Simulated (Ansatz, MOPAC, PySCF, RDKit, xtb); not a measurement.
Torsion H3–S1–Ge2–H4 in GeH2S (SMILES [SH][GeH]); at each angle all else is relaxed with GFN2-xTB, and the levels are single points there.
Geometry at 180° (charge 0, multiplicity 1):
```xyz
4

S     -1.01183     0.59330     0.43807
Ge     0.99897     0.48625    -0.47561
H     -1.52736    -0.44197    -0.22310
H      1.45816     1.76315     0.41223
```

On the grid 0° to 330°, 270° is the highest and 180° the lowest point at CCSD(T)/CBS(def2-TZVPP, def2-QZVPP).

Correlated levels freeze the cores. Filled d and f shells under p-block atoms count as core. CBS(a, b) extrapolates the correlation energy as X⁻³ and adds the Hartree–Fock energy of set b. The state that PM7 reach isn't checked; PM7 holds dispersion and hydrogen-bond terms.

Codes used: Ansatz (Gaussian basis) for Hartree–Fock, density functionals and correlated methods; MOPAC for PM7 (differences of heats of formation); PySCF for the dispersion terms; RDKit for the force fields; xtb for the GFN methods. 

```
level                            energy at 270° less that at 180° (kcal/mol)
-------------------------------  -------------------------------------------
UFF                                                                    -0.37
GFN-FF                                                                  2.38
PM7                                                                     6.88
HF/def2-TZVPP                                                          15.31
BLYP/def2-TZVPP                                                          [?]
B3LYP-D3(BJ)/def2-TZVPP                                                17.39
B3LYP-D4/def2-TZVPP                                                    17.39
MP2/def2-TZVPP                                                         17.12
MP2/CBS(def2-TZVPP, def2-QZVPP)                                        16.92
```

Question: Some entries are withheld; supply them.

Answer: 
- BLYP/def2-TZVPP, energy at 270° less that at 180° (kcal/mol): 17.89

Ansatz is a program for electronic structure.
